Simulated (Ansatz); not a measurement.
Cost and result for the atomization energy of C2H4GeN, SMILES `[CH3][GeH][C]#N` radical (8 atoms, 7 bonds).

Cartesian coordinates in Å:
```
C 1.208 -0.136 -0.229
Ge -0.694 -0.350 -0.605
C -1.674 0.873 0.509
N -2.271 1.659 1.107
H 1.786 -0.817 -0.854
H 1.512 0.889 -0.431
H 1.391 -0.365 0.823
H -1.258 -1.754 -0.321
```

The species carries charge 0 and has multiplicity 2. Correlated methods include outer-core shells of Ge, which these sets cover unevenly. Scalar relativity is left out up to krypton. The structure was optimised at the PBE0-D4/def2-TZVP level. Program: Ansatz. All runs use 4 threads of an AMD EPYC 7B13 on a shared host. Times are those of one run each, without the atoms' runs, and a repeat can differ threefold. Electronic energies, without spin–orbit coupling; frozen cores. CCSD(T)/CBS adds CCSD(T) − MP2 in def2-TZVPP to the MP2 limit, and its time is that of the two runs behind it. T1 = 0.017; ⟨S²⟩ of the reference is 0.79. With those shells the extrapolation isn't a true limit.

CCSD(T)/CBS is a level of theory with its own doubt, some kJ/mol a heavy atom from the limit and from the frozen cores, so smaller differences don't rank the functionals.

| level | functions | wall time |
| --- | --- | --- |
| LDA (SPW92)/def2-TZVPP | 197 | 1.3 s |
| BLYP-D4/def2-TZVPP | 197 | 2.1 s |
| revPBE-D4/def2-TZVPP | 197 | 2.1 s |
| PBE0-D4/def2-TZVPP | 197 | 3.5 s |
| BHLYP-D4/def2-TZVPP | 197 | 3.9 s |
| CAM-B3LYP-D4/def2-TZVPP | 197 | 4.3 s |
| r2SCAN-D4/def2-TZVPP (with forces) | 197 | 4.5 s |
| r2SCANh-D4/def2-TZVPP | 197 | 5.5 s |
| ωB97X-V/def2-TZVPP | 197 | 7.5 s |
| CCSD(T)/def2-SVP | 94 | 11 s |
| MP2/def2-QZVPP | 380 | 24 s |
| CCSD(T)/def2-TZVPP | 197 | 3.2 min |
| CCSD(T)/CBS(def2) | – | 3.6 min |

What atomization energy does each give, and how far from CCSD(T)/CBS? (Best estimate.)

The calculation gave: 
```
                             level  atomization (kJ/mol)  difference from CCSD(T)/CBS  per bond
            LDA (SPW92)/def2-TZVPP                3429.9                        444.5      63.5
                BLYP-D4/def2-TZVPP                3008.6                         23.2       3.3
              revPBE-D4/def2-TZVPP                2996.5                         11.1       1.6
                PBE0-D4/def2-TZVPP                2998.4                         13.0       1.8
               BHLYP-D4/def2-TZVPP                2882.1                       -103.3     -14.8
           CAM-B3LYP-D4/def2-TZVPP                2997.7                         12.3       1.8
r2SCAN-D4/def2-TZVPP (with forces)                2995.0                          9.6       1.4
             r2SCANh-D4/def2-TZVPP                2969.0                        -16.4      -2.4
                ωB97X-V/def2-TZVPP                2998.4                         13.0       1.8
                  CCSD(T)/def2-SVP                2822.9                       -162.5     -23.2
                    MP2/def2-QZVPP                3009.6                         24.2       3.5
                CCSD(T)/def2-TZVPP                2918.9                        -66.5      -9.5
                 CCSD(T)/CBS(def2)                2985.4                          0.0       0.0
```

At CCSD(T), def2-SVP lies −162.5 kJ/mol from the extrapolated value and def2-TZVPP −66.5 kJ/mol: correlation converges slowly with the basis, and small sets miss more of it in the bonded molecule than in its fragments. From BLYP to BHLYP (50 % exact exchange), in def2-TZVPP and without D4, the atomization energy moves by −113.7 kJ/mol: exact exchange takes away binding that semilocal exchange gives to molecules. Leaving LDA and LC-ωPBE aside and taking each functional with its dispersion term where it has one, the values, not all of them listed here, spread over 193.5 kJ/mol, from BHLYP-D4 to PBE-D4. LDA lies +368.5 kJ/mol from PBE without D4, its usual overbinding.
